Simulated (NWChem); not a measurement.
Species: Si$_{2}$H$_{3}$Cl, singlet; SMILES [SiH3][Si]Cl

Computed with NWChem. Low-valent species are run as closed-shell singlets; no triplet was tried in these runs. The level has its own optimisation; frequencies are unscaled.

**Question.** Predict the results for PBE0/def2-SVP. Quantities: r Cl–Si (Å); r Si–Si (Å); r H–Si (Å); highest harmonic frequency (cm⁻¹); lowest (cm⁻¹); zero-point energy (kcal/mol); dipole (D).

**Answer.** 
```yaml
r Cl–Si (Å): 2.106
r Si–Si (Å): 2.423
r H–Si (Å): 1.499
highest harmonic frequency (cm⁻¹): 2217
lowest (cm⁻¹): 81
zero-point energy (kcal/mol): 16.2
dipole (D): 0.80
```
